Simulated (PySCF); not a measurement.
# MSr for M along the halogens

PBE0 with triple-zeta basis sets in PySCF, for the lowest determinant that a PBE0 search found; no spin–orbit coupling. De refers to high-spin ground-configuration atoms. A positive dipole means M(−)Sr(+).

```csv
M,basis,state (unpaired electrons),Re (Å),ωe (cm⁻¹),De (eV),μ (D)
F,def2-TZVPP,doublet (σ ↑),2.069,502,5.44,3.33
Cl,x2c-TZVPPall,doublet (σ ↑),2.563,306,4.37,4.45
Br,x2c-TZVPPall,doublet (σ ↑),2.727,216,3.89,4.70
I,def2-TZVPP,doublet (σ ↑),2.976,171,3.24,5.15
```

The shortest bond is that of SrF (2.069 Å), the longest that of SrI (2.976 Å). SrF is bound most strongly (5.44 eV) and SrI least (3.24 eV).

The rows differ in basis set, which adds steps of its own.

Down a group the atoms grow and get heavier, so bonds lengthen and wavenumbers fall; this series shows no clear exception.

These are scalar-relativistic numbers at best; spin–orbit coupling would shift them, the dissociation energy most. States were picked by a PBE0 search and need not be the measured ground states.
